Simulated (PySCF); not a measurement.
FGeH5OSi, SMILES F[SiH2][O][GeH3].

Geometry optimised at PBE0-D3(BJ)/def2-SVP. This is a generated structure with no PubChem entry under its InChIKey; it may be hypothetical. Other conformers were not sampled.

Computed with CAM-B3LYP/def2-TZVP (PySCF).

```yaml
total_energy: -2544.86809 hartree
highest_occupied_level: -10.20 eV
lowest_empty_level: 0.87 eV
orbital_gap: 11.07 eV
dipole_moment: 1.75 D
quadrupole, principal values (traceless, Buckingham form, about the centre of nuclear charge): -5.43, -0.08, 5.52 D·Å
mean_static_polarisability: 55.4 bohr³ (8.21 Å³)
polarisability_principal_values: 50.8, 52.9, 62.5 bohr³
```
